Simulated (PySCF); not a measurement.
Homolysis of single bonds, series Ga Cl-Br. Gas-phase values, no solvent. Strings in code marks are SMILES.

All values below come from B3LYP-D3(BJ)/def2-TZVP // PBE0-D3(BJ)/def2-TZVP in PySCF. B3LYP has the VWN-RPA correlation part, as in Gaussian. 

```csv
species,dipole moment (D)
whole molecule (`[Cl][Ga]([Cl])[Cl]`),0.00
radical fragment (`[Cl][Ga][Cl]`),1.74
whole molecule (`[Cl][Ga]([Cl])[Br]`),0.32
radical fragment (`[Cl][Ga][Br]`),[?]
radical fragment (`[Br][Ga][Br]`),1.54
whole molecule (`[Br][Ga]([Br])[Br]`),0.00
```

Q: Complete the blanks.

A: 
- radical fragment (`[Cl][Ga][Br]`), dipole moment (D): 1.64
